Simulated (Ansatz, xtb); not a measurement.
# Relative energy of two isomers of C4H8SSi2

Structure X is `[SiH3]c1csc([SiH3])c1`, a singlet and structure Y is `[SiH3]c1cscc1[SiH3]`, a singlet. Both are isolated molecules in the gas phase, relaxed with B3LYP/def2-SVP.

X (Å):

| atom | x (Å) | y (Å) | z (Å) |
| --- | --- | --- | --- |
| C | -0.2240 | -0.2692 | -1.9304 |
| C | 0.1137 | 0.7791 | -1.0990 |
| C | -0.0725 | -1.3741 | 0.1659 |
| C | -0.3258 | -1.4944 | -1.1866 |
| S | 0.3020 | 0.2858 | 0.5441 |
| Si | -0.5047 | -0.0827 | -3.7777 |
| Si | -0.1044 | -2.7405 | 1.4484 |
| H | 0.4466 | -0.9338 | -4.5522 |
| H | -0.2987 | 1.3454 | -4.1547 |
| H | -1.8909 | -0.4913 | -4.1529 |
| H | 0.2626 | 1.8252 | -1.3687 |
| H | -0.4943 | -3.9985 | 0.7511 |
| H | -1.0894 | -2.4443 | 2.5291 |
| H | 1.2338 | -2.9198 | 2.0835 |
| H | -0.5834 | -2.4527 | -1.6450 |

Y (Å):

| atom | x (Å) | y (Å) | z (Å) |
| --- | --- | --- | --- |
| C | -0.7935 | -0.3836 | -1.0369 |
| C | -1.7258 | 0.1418 | -0.1682 |
| C | -0.5265 | -1.7705 | 0.8320 |
| C | -0.0871 | -1.5086 | -0.4479 |
| S | -1.7741 | -0.6899 | 1.3465 |
| Si | -0.5464 | 0.3352 | -2.7575 |
| Si | 1.2729 | -2.5357 | -1.2439 |
| H | 0.8652 | 0.7778 | -2.9591 |
| H | -1.4545 | 1.5075 | -2.9123 |
| H | -0.8618 | -0.6700 | -3.8153 |
| H | -2.3966 | 0.9841 | -0.3390 |
| H | -0.1796 | -2.5506 | 1.5100 |
| H | 1.6672 | -3.6129 | -0.2915 |
| H | 2.4694 | -1.7002 | -1.5587 |
| H | 0.8042 | -3.1550 | -2.5189 |

Problem. Which of the two would you expect CCSD(T)/def2-SVP + ΔMP2/def2-TZVPP electronic energies to favour?

Solution. Structure X; the calculation gives E(Y) − E(X) = +0.072 eV.

The same difference at several levels:

```json
{"level": "GFN2-xTB", "geometry": "GFN2-xTB", "E(Y) − E(X) (eV)": "0.000", "departure from the last row (eV)": "−0.072", "job, with rough time for the two": "optimisation, 0.61 s"}
{"level": "HF/STO-3G", "geometry": "GFN2-xTB", "E(Y) − E(X) (eV)": "+0.063", "departure from the last row (eV)": "−0.009", "job, with rough time for the two": "single point, 3 s"}
{"level": "r2SCAN-D4/def2-SVP", "geometry": "GFN2-xTB", "E(Y) − E(X) (eV)": "+0.052", "departure from the last row (eV)": "−0.020", "job, with rough time for the two": "single point, 15 s"}
{"level": "B3LYP/def2-SVP", "geometry": "B3LYP/def2-SVP", "E(Y) − E(X) (eV)": "+0.101", "departure from the last row (eV)": "+0.029", "job, with rough time for the two": "optimisation, 5.6 min"}
{"level": "HF/def2-SVP", "geometry": "B3LYP/def2-SVP", "E(Y) − E(X) (eV)": "+0.119", "departure from the last row (eV)": "+0.047", "job, with rough time for the two": "part of the CCSD(T) run"}
{"level": "MP2/def2-SVP", "geometry": "B3LYP/def2-SVP", "E(Y) − E(X) (eV)": "+0.079", "departure from the last row (eV)": "+0.008", "job, with rough time for the two": "part of the CCSD(T) run"}
{"level": "CCSD(T)/def2-SVP", "geometry": "B3LYP/def2-SVP", "E(Y) − E(X) (eV)": "+0.073", "departure from the last row (eV)": "+0.001", "job, with rough time for the two": "single point"}
{"level": "CCSD(T)/def2-SVP + ΔMP2/def2-TZVPP", "geometry": "B3LYP/def2-SVP", "E(Y) − E(X) (eV)": "+0.072", "departure from the last row (eV)": "", "job, with rough time for the two": "single point, 4.8 min"}
```

As drawn, both hold the same kinds of bond in the same numbers.

GFN2-xTB finds them nearly level. The largest departure from CCSD(T)/def2-SVP + ΔMP2/def2-TZVPP is that of GFN2-xTB, 0.072 eV. The last row adds to CCSD(T) the change of the MP2 difference between the two basis sets, here −0.001 eV.

With thermal terms from frequencies at re-optimised GFN2-xTB minima (ideal gas, soft modes damped towards free rotors, one conformer each, 298.15 K, 1 atm): on the last row, ΔE + ΔZPE = +0.071, ΔH = +0.066, ΔG = +0.103 eV.

The correlated steps freeze 19 core orbitals. Programs: Ansatz 0.2.0, xtb 6.7.1; the last row on 2 threads of Intel(R) Xeon(R) Processor @ 2.50GHz (Skylake/Cascade Lake) on a shared host.
